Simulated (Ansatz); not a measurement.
Cartesian coordinates in Å:
```
C 2.6458 0.6361 -0.7996
O 1.3730 0.0539 -0.7426
W -0.0045 -0.0677 0.4675
O -0.4560 -1.9096 0.3850
O 0.4436 1.7208 0.9186
Cl -1.5998 0.2014 2.2150
Cl 1.5591 -0.8252 2.0962
O -1.3589 0.1623 -0.7528
C -2.6289 -0.3761 -0.9971
H 2.5823 1.6683 -0.4434
H 2.9995 0.6080 -1.8310
H 3.3220 0.0706 -0.1517
H -0.1604 -2.5250 1.0607
H 0.1345 2.1203 1.7357
H -3.3186 -0.0168 -0.2276
H -2.5693 -1.4671 -0.9487
H -2.9633 -0.0542 -1.9842
```

The species carries charge 0 and has multiplicity 1. W: def2 effective core potential.

(1) List the PBE0/def2-TZVPP orbital energies in eV (Ansatz). (Best estimate.)

## Answers

(1) Ansatz gave: Occupied: -2766.52, -2766.52, -524.17, -524.17, -523.21, -523.21, -279.97, -279.97, -258.37, -258.37, -196.62, -196.62, -196.54, -196.54, -196.52, -196.52, -85.27, -48.10, -48.09, -48.02, -29.23, -29.08, -28.27, -27.57, -22.02, -21.83, -19.73, -19.71, -15.70, -14.69, -14.52, -14.37, -13.99, -13.61, -13.38, -13.04, -11.52, -11.37, -11.05, -10.84, -10.59, -9.86, -9.57, -9.36, -9.30, -9.07, -8.81, -8.39, -8.26, -8.13. Lowest empty: -2.94, -2.60, -2.46, 0.56, 0.65, 1.50, 1.77, 2.01.
